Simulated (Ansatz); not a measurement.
BH3Se (SMILES B[SeH]) moved off its minimum; all values from Ansatz (a quantum-chemistry and plane-wave program), cores frozen in correlated methods.
(charge 0, multiplicity 1)
```xyz
5

B      0.4824    -0.1049    -1.5514
H     -0.3679    -0.5196    -2.1987
H      1.5601     0.3077    -1.8144
Se    -0.1057    -0.0026     0.3016
H      1.0461     0.6604     0.8705
```

```json
[
 {"level": "HF/def2-TZVPP", "largest force (eV/Å)": "1.69", "on atom": "B1", "rms difference from CCSD(T)/aug-cc-pVTZ (eV/Å)": "0.186", "dipole (D)": "0.85"},
 {"level": "PBE/def2-TZVPP", "largest force (eV/Å)": "1.93", "on atom": "B1", "rms difference from CCSD(T)/aug-cc-pVTZ (eV/Å)": "0.116", "dipole (D)": "0.62"},
 {"level": "r2SCAN/def2-TZVPP", "largest force (eV/Å)": "1.94", "on atom": "B1", "rms difference from CCSD(T)/aug-cc-pVTZ (eV/Å)": "0.066", "dipole (D)": "0.63"},
 {"level": "B3LYP/def2-TZVPP", "largest force (eV/Å)": "1.76", "on atom": "B1", "rms difference from CCSD(T)/aug-cc-pVTZ (eV/Å)": "0.050", "dipole (D)": "0.58"},
 {"level": "wB97M-V/def2-TZVPP", "largest force (eV/Å)": "1.95", "on atom": "B1", "rms difference from CCSD(T)/aug-cc-pVTZ (eV/Å)": "0.114", "dipole (D)": "0.60"},
 {"level": "MP2/aug-cc-pVTZ", "largest force (eV/Å)": "1.91", "on atom": "B1", "rms difference from CCSD(T)/aug-cc-pVTZ (eV/Å)": "0.080", "dipole (D)": "0.59"},
 {"level": "CCSD(T)/aug-cc-pVTZ", "largest force (eV/Å)": "1.83", "on atom": "B1", "rms difference from CCSD(T)/aug-cc-pVTZ (eV/Å)": "0.000", "dipole (D)": "0.57"}
]
```

The differences count from one level among others, with limits of its own. Forces at CCSD(T)/aug-cc-pVTZ (eV/Å):

```json
[
 {"atom": "B1", "Fx": "0.324", "Fy": "0.641", "Fz": "1.681"},
 {"atom": "H2", "Fx": "-0.492", "Fy": "-0.493", "Fz": "-1.013"},
 {"atom": "H3", "Fx": "-0.010", "Fy": "-0.102", "Fz": "-0.310"},
 {"atom": "Se4", "Fx": "-0.365", "Fy": "-0.255", "Fz": "-0.549"},
 {"atom": "H5", "Fx": "0.543", "Fy": "0.210", "Fz": "0.191"}
]
```
